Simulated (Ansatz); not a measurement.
Reaction (formal exchange of groups at the Al–N bond): `C=[N][Al]([NH2])[OH]` + ethane → `C[CH2][Al]([NH2])[OH]` + `C=N`

Computed with Ansatz on PBE0-D4/def2-TZVP structures; ΔE is electronic, products minus reactants. CCSD(T)/CBS adds triple-zeta CCSD(T) − MP2 to the extrapolated MP2 energy (def2 sets, frozen cores). This one scheme is used for every species. Functionals use def2-TZVPP. One conformer a species, not always the lowest.

`C=[N][Al]([NH2])[OH]`:

Cartesian coordinates in Å:
```
C -2.254 0.681 -0.236
N -1.144 0.240 0.104
Al 0.576 -0.010 0.322
N 1.437 -1.128 -0.737
O 1.323 0.793 1.614
H -2.385 1.570 -0.877
H -3.197 0.208 0.087
H 2.416 -1.352 -0.680
H 1.004 -1.644 -1.484
H 2.225 0.642 1.887
```

`CC`:

```xyz
8

C    -0.111   -0.309    0.685
C     0.111    0.309   -0.685
H    -0.939    0.172    1.210
H    -0.345   -1.374    0.608
H     0.777   -0.213    1.314
H     0.939   -0.172   -1.210
H     0.345    1.374   -0.608
H    -0.777    0.213   -1.314
```

`C[CH2][Al]([NH2])[OH]`:

Z-matrix (Å, degrees):
```
C
C 1 1.529
H 1 1.094 2 111.7
H 1 1.094 2 112.2 3 -120.1
H 1 1.094 2 111.7 3 119.7
Al 2 1.950 1 115.3 3 -59.9
H 2 1.097 1 110.2 3 177.5
H 2 1.097 1 110.2 3 62.7
O 6 1.701 2 118.6 1 179.8
N 6 1.772 2 120.7 1 -0.2
H 9 0.954 6 124.7 2 180.0
H 10 1.007 6 123.5 2 0.1
H 10 1.006 6 126.6 2 -180.0
```

`C=N`:

```xyz
5

C     0.329    0.204    0.049
N    -0.624   -0.504    0.474
H     0.467    0.509   -0.995
H     1.083    0.551    0.758
H    -1.255   -0.760   -0.286
```

CCSD(T)/CBS gives +0.73 eV.

Task: Another level gave +0.68 eV. Which?
A. PBE-D4/def2-TZVPP
B. HF/def2-TZVPP
C. B2PLYP/def2-TZVPP
D. ωB97M-V/def2-TZVPP

Result: A. PBE-D4 0.68, B2PLYP 0.81, HF/def2-TZVPP 0.93, ωB97M-V 0.72 eV.

Largest T1 diagnostic among the species: 0.012.

In def2-TZVPP, CCSD(T) changes the Hartree–Fock value by −0.21 eV (the triples alone add −0.03 eV) and MP2 by −0.16 eV. From PBE to PBE0 (25 % exact exchange), in def2-TZVPP and without D4, ΔE moves by +0.04 eV.
